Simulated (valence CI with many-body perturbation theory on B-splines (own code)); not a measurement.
# E1 line list for Cu XVI

Calculated by valence CI with perturbative core correlation (CI+MBPT): four valence electrons over a frozen Dirac-Fock core [Ne], radial functions for each j: 11 s, 11 p, 9 d, 7 f, 5 g, 2 h, 1 i, with the one-electron correlation potential Σ1 (screened to all orders), the two-electron term Σ2, the three-electron term Σ3, Breit, model QED; selected single and double excitations, second order for the rest (own B-spline code, finite nucleus).

No measured levels were compared; by estimate levels of excited configurations hold to 0.05 to 0.15 % of their energy, terms of the ground configuration to about 0.5 %.

Lines 151 to 200 of 215 in falling wavelength, among levels below 1005200 cm⁻¹, chosen from the strongest by gf and those to the six lowest levels. Wavelengths and rates use the calculated energies, so an error of 200 cm⁻¹ moves a line at 17.48 nm by 0.035 % and its rate by three times that or more. Electric multipoles are in the length gauge, E1 and E2 with the static RPA response of the core. Weak lines are less certain than strong ones. Lines between different terms over intervals too small for the method are left out, as are lines whose strength nearly cancels. The highest levels of a list are the least certain.

Names give the largest LS component (configuration and term), which can be under half, so a name can repeat, a term be missing and a line seem to break the LS rules; names also repeat where a configuration has a term twice. Letters in brackets count levels of one name in rising energy.

```csv
λ vac (nm),Upper,Lower,A (s⁻¹),S (a.u.) with core polarisation,S without
17.48,3s3p²3d ³D_2 [a],3s3p³ ³D°_2,1.62e+10,2.13e-01,2.20e-01
17.47,3s3p²3d ³D_2 [a],3s3p³ ³D°_1,1.30e+10,1.71e-01,1.76e-01
17.47,3s3p²3d ³D_1 [a],3s3p³ ³D°_2,1.92e+10,1.52e-01,1.57e-01
17.45,3s3p²3d ³D_1 [a],3s3p³ ³D°_1,2.30e+10,1.81e-01,1.87e-01
17.45,3s3p²3d ³P_2 [b],3s3p³ ³P°_2,4.03e+10,5.29e-01,5.45e-01
17.45,3s²3p3d ³P°_2,3s²3p² ³P_1,2.83e+10,3.71e-01,3.82e-01
17.42,3s3p²3d ³D_3 [a],3s3p³ ³D°_2,5.36e+09,9.78e-02,1.01e-01
17.41,3s3p²3d ³P_2 [b],3s3p³ ³P°_1,7.76e+09,1.01e-01,1.04e-01
17.39,3s²3p3d ¹P°_1,3s²3p² ¹S_0,6.78e+10,5.28e-01,5.44e-01
17.39,3s3p²3d ¹G_4,3s3p³ ³D°_3,3.73e+09,8.71e-02,8.97e-02
17.23,3s3p²3d ¹F_3,3s3p³ ³D°_3,4.75e+09,8.40e-02,8.66e-02
17.21,3s²3p3d ¹D°_2,3s²3p² ³P_2,7.96e+09,1.00e-01,1.03e-01
17.13,3s²3p3d ³D°_1,3s²3p² ³P_1,4.19e+09,3.11e-02,3.21e-02
17.09,3s3p²3d ³D_1 [c],3s3p³ ³P°_2,1.45e+10,1.07e-01,1.10e-01
17.05,3s3p²3d ³D_1 [c],3s3p³ ³P°_1,1.30e+10,9.52e-02,9.81e-02
17.04,3s3p²3d ¹F_3,3s3p³ ³D°_2,4.92e+09,8.41e-02,8.66e-02
17.00,3s3p²3d ³F_2 [b],3s3p³ ³D°_3,3.18e+09,3.86e-02,3.99e-02
17.00,3s3p²3d ⁵P_3,3s3p³ ⁵S°_2,6.46e+10,1.10e+00,1.13e+00
16.98,3s3p²3d ³D_2 [c],3s3p³ ³P°_1,8.20e+09,9.91e-02,1.02e-01
16.95,3s²3p3d ³P°_1,3s²3p² ³P_2,1.82e+10,1.31e-01,1.35e-01
16.89,3s²3p3d ³D°_3,3s²3p² ³P_2,7.46e+10,1.24e+00,1.28e+00
16.83,3s3p²3d ⁵P_2,3s3p³ ⁵S°_2,6.70e+10,7.89e-01,8.13e-01
16.83,3s²3p3d ³D°_2,3s²3p² ³P_2,3.47e+10,4.07e-01,4.20e-01
16.81,3s3p²3d ³F_2 [b],3s3p³ ³D°_2,2.59e+10,3.03e-01,3.13e-01
16.80,3s3p²3d ³F_2 [b],3s3p³ ³D°_1,2.12e+10,2.49e-01,2.56e-01
16.80,3s²3p3d ¹D°_2,3s²3p² ³P_1,2.94e+10,3.44e-01,3.55e-01
16.74,3s3p²3d ⁵P_1,3s3p³ ⁵S°_2,7.02e+10,4.88e-01,5.03e-01
16.71,3s3p²3d ³F_3 [b],3s3p³ ³D°_3,1.84e+10,2.96e-01,3.05e-01
16.69,3s²3p3d ³P°_0,3s²3p² ³P_1,5.82e+10,1.34e-01,1.38e-01
16.60,3s²3p3d ³D°_1,3s²3p² ³P_0,6.44e+10,4.36e-01,4.50e-01
16.55,3s²3p3d ³P°_1,3s²3p² ³P_1,4.59e+10,3.08e-01,3.18e-01
16.52,3s3p²3d ³F_3 [b],3s3p³ ³D°_2,3.54e+10,5.52e-01,5.69e-01
16.43,3s²3p3d ³D°_2,3s²3p² ³P_1,1.75e+10,1.91e-01,1.97e-01
16.43,3s3p²3d ³P_2 [a],3s3p³ ⁵S°_2,2.20e+09,2.40e-02,2.48e-02
16.42,3s3p²3d ³D_1 [b],3s3p³ ³D°_2,4.57e+09,3.00e-02,3.09e-02
16.42,3s²3p3d ¹F°_3,3s²3p² ¹D_2,7.73e+10,1.18e+00,1.22e+00
16.41,3s3p²3d ³D_1 [b],3s3p³ ³D°_1,1.31e+10,8.57e-02,8.84e-02
16.30,3s3p²3d ³D_2 [b],3s3p³ ³D°_2,3.78e+09,4.03e-02,4.16e-02
16.28,3s3p²3d ³D_2 [b],3s3p³ ³D°_1,5.12e+09,5.46e-02,5.63e-02
16.28,3s3p²3d ³F_4 [b],3s3p³ ³D°_3,6.22e+10,1.19e+00,1.23e+00
16.28,3s3p²3d ¹P_1,3s3p³ ³D°_1,4.88e+09,3.12e-02,3.22e-02
16.06,3s²3p3d ³P°_1,3s²3p² ³P_0,2.59e+09,1.59e-02,1.64e-02
16.01,3s3p²3d ³P_1 [a],3s3p³ ⁵S°_2,7.92e+08,4.82e-03,4.97e-03
15.98,3s3p²3d ³D_3 [b],3s3p³ ³D°_2,4.16e+09,5.87e-02,6.04e-02
15.96,3s²3p3d ¹P°_1,3s²3p² ¹D_2,2.24e+08,1.35e-03,1.42e-03
15.54,3s3p²3d ³D_2 [c],3s3p³ ³D°_1,5.90e+09,5.46e-02,5.62e-02
15.48,3s3p²3d ³G_3,3s3p³ ⁵S°_2,6.99e+06,8.97e-05,9.25e-05
15.42,3s²3p3d ¹F°_3,3s²3p² ³P_2,8.39e+09,1.06e-01,1.10e-01
15.22,3s3p²3d ³D_2 [a],3s3p³ ⁵S°_2,4.31e+08,3.75e-03,3.87e-03
15.21,3s3p²3d ³D_1 [a],3s3p³ ⁵S°_2,7.77e+07,4.05e-04,4.18e-04
```
